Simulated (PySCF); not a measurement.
C₂H₆BFN₂, SMILES C/N=C/B(N)F. Atoms are numbered in the order given.

```xyz
12

C      0.0662     2.6934     0.0000
N     -0.3498     1.3131     0.0000
C      0.5315     0.3898     0.0000
B      0.0721    -1.1233     0.0000
N     -1.2830    -1.4359     0.0000
F      1.0037    -2.0941     0.0000
H      1.1670     2.8322     0.0000
H     -0.3580     3.2032    -0.8822
H     -0.3580     3.2032     0.8822
H      1.6164     0.6443     0.0000
H     -1.6562    -2.3766     0.0000
H     -1.9616    -0.6820     0.0000
```
Charge 0, spin multiplicity 1.

Geometry optimised at B3LYP-D3(BJ)/def2-SVP. The structure was generated by enumeration; whether it is a known compound was not checked. One conformer was computed; it need not be the lowest.

All values below come from PBE/pcSseg-1 run with PySCF.

GIAO shieldings, no solvent; atoms listed in one row are averaged. δ = σ(ref) − σ: ¹³C against TMS (σ = 182.0 ppm); ¹⁵N against NH3 (σ = 267.0 ppm); ¹¹B against BF3 (σ = 83.9 ppm); ¹⁹F against CFCl3 (σ = 133.6 ppm); ¹H against TMS (σ = 31.49 ppm), references at their B3LYP-D3(BJ)/def2-TZVP geometries, non-relativistic.

Computed chemical shifts:
```json
[
 {"nucleus": "¹³C", "atoms": "C3", "count": "1", "δ (ppm)": "177.8"},
 {"nucleus": "¹³C", "atoms": "C1", "count": "1", "δ (ppm)": "60.6"},
 {"nucleus": "¹⁵N", "atoms": "N2", "count": "1", "δ (ppm)": "440.9"},
 {"nucleus": "¹⁵N", "atoms": "N5", "count": "1", "δ (ppm)": "86.0"},
 {"nucleus": "¹¹B", "atoms": "B4", "count": "1", "δ (ppm)": "12.1"},
 {"nucleus": "¹⁹F", "atoms": "F6", "count": "1", "δ (ppm)": "-150.5"},
 {"nucleus": "¹H", "atoms": "H10", "count": "1", "δ (ppm)": "8.35"},
 {"nucleus": "¹H", "atoms": "H12", "count": "1", "δ (ppm)": "4.40"},
 {"nucleus": "¹H", "atoms": "H7, H8, H9", "count": "3", "δ (ppm)": "4.00"},
 {"nucleus": "¹H", "atoms": "H11", "count": "1", "δ (ppm)": "3.00"}
]
```
